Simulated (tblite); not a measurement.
Compound: C4H6FOP.
Numbering: `[O:1]=[P@H:2]1[CH2:3][CH:4]=[C:5]([F:6])[CH2:7]1` (hydrogens: H8 on P2; H9, H10 on C3; H11 on C4; H12, H13 on C7)

The geometry is computed with GFN2-xTB (gas phase).

(1) Give the optimised bond lengths and angles.

## Answers

(1) 
```
  bond  length (bohr)
 O1=P2          2.760
 P2–C3          3.480
 C3–C4          2.827
 C4=C5          2.501
 C5–F6          2.541
 C5–C7          2.823
 P2–C7          3.480
 P2–H8          2.636
 C3–H9          2.062
C3–H10          2.070
C4–H11          2.035
C7–H12          2.062
C7–H13          2.070
```

A selection of angles:
```
     angle  degrees
  O1–P2–C3    118.5
  O1–P2–C7    118.3
  O1–P2–H8    114.7
  C3–P2–C7     94.6
  C3–P2–H8    104.2
  C7–P2–H8    103.6
  P2–C3–C4    103.3
  P2–C3–H9    113.0
 P2–C3–H10    108.4
  C4–C3–H9    112.6
 C4–C3–H10    111.7
 H9–C3–H10    107.8
  C3–C4–C5    115.4
 C3–C4–H11    121.2
 C5–C4–H11    123.4
  C4–C5–F6    123.0
  C4–C5–C7    119.7
  F6–C5–C7    117.2
 C5–C7–H12    112.2
 C5–C7–H13    111.7
  P2–C7–C5    101.4
 P2–C7–H12    114.1
 P2–C7–H13    109.2
H12–C7–H13    108.2
```

Dihedral angles: O1–P2–C3–C4 147° (anticlinal); P2–C3–C4–C5 -16° (synperiplanar); C3–C4–C5–F6 -179° (antiperiplanar); C4–C5–C7–P2 15° (synperiplanar); O1–P2–C7–C5 -146° (anticlinal).

P2 (phosphoryl phosphorus) has angles from 94.6° to 118.5°. The 5-membered ring P2–C3–C4–C5–C7 has internal angles of 94.6° to 119.7° (sum 534°, against 540° for a flat polygon); it is puckered, 0.12 Å rms from its mean plane, widest ring torsion 21°. The C–C distances run from 1.324 Å (C4=C5, drawn double) to 1.496 Å (C3–C4, drawn single), a spread of 0.172 Å.

Point group: C1 (no symmetry element, even within 0.4 Å). Its GFN2-xTB frequencies are all real (lowest 65 cm⁻¹). The numbers are those of one conformer.

On Arm Neoverse V2, one thread, shared host with 192 logical CPUs at a one-minute load of 57, this took 0.12 s. This is the geometry optimisation.
